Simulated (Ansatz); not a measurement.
Consider the redistribution: `S[SiH2][SiH2]CCl` + `C[SiH2]F` → `[SiH3][SiH2]S` + `C[SiH](F)CCl`.

Isolated molecules relaxed with PBE0-D4/def2-TZVP in Ansatz; ΔE leaves out vibrations. CCSD(T)/CBS adds triple-zeta CCSD(T) − MP2 to the extrapolated MP2 energy (def2 sets, frozen cores). Functionals use def2-TZVPP. B3LYP here is the variant with VWN-RPA as its local correlation; programs differ in this. Each species was taken in one conformer, which may not be the lowest.

`S[SiH2][SiH2]CCl`:

Cartesian coordinates in Å:
```
S 3.079 -0.965 0.699
Si 1.598 0.427 0.016
Si -0.501 -0.614 -0.036
C -1.861 0.610 -0.506
Cl -3.451 -0.204 -0.509
H 2.414 -1.295 1.819
H 1.564 1.653 0.862
H 2.054 0.815 -1.344
H -0.791 -1.158 1.318
H -0.482 -1.728 -1.017
H -1.704 1.022 -1.504
H -1.920 1.438 0.201
```

`C[SiH2]F`:

Cartesian coordinates in Å:
```
C 0.688 -0.704 0.026
Si -0.624 0.606 0.012
F -0.414 1.555 -1.264
H 1.685 -0.260 0.081
H 0.558 -1.356 0.894
H 0.635 -1.322 -0.874
H -1.982 0.016 -0.096
H -0.546 1.466 1.220
```

`[SiH3][SiH2]S`:

```xyz
9

Si    0.998   -0.242   -1.162
Si   -0.558   -0.285    0.583
S    -0.826    1.752    1.194
H     0.483    0.587   -2.283
H     1.233   -1.628   -1.650
H     2.284    0.329   -0.684
H    -1.845   -0.875    0.124
H    -0.056   -1.114    1.713
H    -1.714    1.476    2.165
```

`C[SiH](F)CCl`:

```xyz
11

C    -1.285   -0.280    0.868
Si   -0.044    0.747   -0.042
F     0.610    1.807    0.972
C     1.364   -0.294   -0.715
Cl    0.665   -1.413   -1.924
H    -2.095    0.344    1.252
H    -0.822   -0.797    1.712
H    -1.717   -1.030    0.202
H    -0.650    1.511   -1.158
H     1.851   -0.898    0.052
H     2.124    0.304   -1.219
```

```csv
level,ΔE (kJ/mol),difference from CCSD(T)/CBS
PBE0-D4,-13.5,-0.9
ωB97M-V,-15.1,-2.5
B2PLYP,-12.0,0.6
r2SCAN,-14.2,-1.6
B3LYP,-11.8,0.8
HF/def2-TZVPP,-12.6,0.0
CCSD(T)/def2-TZVPP,-13.2,-0.6
SCS-MP2/def2-QZVPP,-10.7,1.9
HF/CBS(def2),-11.9,0.7
CCSD/CBS(def2),-12.9,-0.3
CCSD(T)/CBS,-12.6,0
```

Largest T1 diagnostic among the species: 0.012.
